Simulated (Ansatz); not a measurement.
C3H9F3OSiSn (`C[Si](C)(C)[O][Sn]([F])([F])[F]`) at its PBE0-D4/def2-TZVP geometry, where that method's forces vanish. Total charge 0; spin multiplicity 1. Sn: def2 effective core potential.

```xyz
18

C    -0.4695    1.7784   -0.4568
Si    0.4656    0.2756    0.1268
C     1.7583    0.7131    1.3892
C     1.1930   -0.6516   -1.3170
O    -0.6030   -0.7390    0.9278
Sn   -2.1837   -1.6377    0.3924
F    -2.9021   -2.6241    1.8260
F    -1.8797   -2.8458   -1.0282
F    -3.5242   -0.4458   -0.2014
H     0.1979    2.4717   -0.9766
H    -1.2721    1.5119   -1.1508
H    -0.9198    2.3127    0.3835
H     2.5092    1.3803    0.9569
H     1.3107    1.2190    2.2478
H     2.2695   -0.1818    1.7514
H     0.4226   -0.9637   -2.0282
H     1.7209   -1.5485   -0.9833
H     1.9064   -0.0246   -1.8596
```

(1) What forces (eV/Å) does PBE-D4/def2-TZVPP give on these atoms in Ansatz 0.2.0? (An estimate is asked.)

Results:

(1) Ansatz gave: 
```
C1   0.026 -0.010  0.009
Si2  0.124  0.159 -0.210
C3  -0.019 -0.019  0.016
C4   0.005  0.021  0.020
O5   0.344  0.058  0.511
Sn6  0.090  0.063 -0.003
F7  -0.287 -0.400  0.591
F8   0.128 -0.504 -0.584
F9  -0.556  0.495 -0.240
H10  0.118  0.142 -0.101
H11 -0.150 -0.050 -0.129
H12 -0.087  0.107  0.153
H13  0.137  0.124 -0.084
H14 -0.075  0.097  0.166
H15  0.103 -0.163  0.074
H16 -0.144 -0.059 -0.132
H17  0.102 -0.170  0.055
H18  0.140  0.110 -0.112
```
